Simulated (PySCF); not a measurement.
C2H7FSi2, SMILES [SiH3]/C=C\[SiH2]F. Atoms are numbered in the order given.

```xyz
12

F      1.4002    -0.9127     0.0000
Si    -0.0315    -1.6986     0.0000
C     -1.3787    -0.4184     0.0000
C     -1.2082     0.9165     0.0000
Si     0.4022     1.9102     0.0000
H     -0.0892    -2.5552    -1.2180
H     -0.0892    -2.5552     1.2180
H     -2.4098    -0.8052     0.0000
H     -2.1207     1.5311     0.0000
H      1.2155     1.6471    -1.2225
H      0.0069     3.3521     0.0000
H      1.2155     1.6471     1.2225
```
Charge 0, spin multiplicity 1.

Geometry: PBE0-D3(BJ)/def2-SVP. The structure was generated by enumeration; whether it is a known compound was not checked. Other conformers were not sampled.

All values below come from PySCF with PBE/def2-TZVP.

Task: Estimate the frontier levels, gap, dipole moment and polarisability. (An estimate is asked for; the answer gives what the named calculation found.)

Result: 
| Item | Result |
|---|---|
| highest occupied level | -7.00 eV |
| lowest empty level | -2.24 eV |
| orbital gap | 4.76 eV |
| dipole moment | 1.89 D |
| quadrupole, principal values (traceless, Buckingham form, about the centre of nuclear charge) | -1.99, 0.11, 1.87 D·Å |
| mean static polarisability | 78.7 bohr³ (11.67 Å³) |
| polarisability, principal values | 62.2, 72.4, 101.6 bohr³ |
